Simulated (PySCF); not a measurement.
# AsN: frontier orbitals

PBE0 at R = 1.606 Å; As def2-TZVPPD, N def2-TZVPPD; no relativity (PySCF 2.14). State: ¹Σ⁺ (singlet), closed shell. Only the outer orbitals are listed, counted within each symmetry.

| orbital | occ. | ε (eV) | on As (%) | main shells (%) |
| --- | --- | --- | --- | --- |
| 8σ | 2 | -23.07 | 35 | 59 N s, 25 As s |
| 9σ | 2 | -14.13 | 72 | 65 As s, 23 N s |
| 4π | 2 | -8.91 | 46 | 54 N p, 43 As p |
| 4π | 2 | -8.91 | 46 | 54 N p, 43 As p |
| 10σ | 2 | -8.86 | 36 | 52 N p, 29 As p, 12 N s |
| 5π | 0 | -2.50 | 65 | 56 As p, 35 N p, 9 As d |
| 5π | 0 | -2.50 | 65 | 56 As p, 35 N p, 9 As d |
| 11σ | 0 | 0.80 | 13 | 84 N s, 45 As d |

**Question.** Which are the highest filled and the lowest empty level, where do they sit, and how wide is the gap?

**Answer.** Highest filled 10σ at -8.86 eV (in %: 52 N p, 29 As p, 12 N s); lowest empty 5π at -2.50 eV (in %: 56 As p, 35 N p, 9 As d); the gap at PBE0 is 6.36 eV.

The bond order (Mayer) is 2.78. The ⟨S²⟩ is 0.000, the charge on As (Mulliken, basis-dependent) is 0.33 and the charge on As (Löwdin, basis-dependent) is 0.65. The dipole moment (positive dipole means As(−)N(+)) is -3.08 D, the polarisability along the bond is 42.9 bohr³ and the polarisability across the bond is 27.0 bohr³.
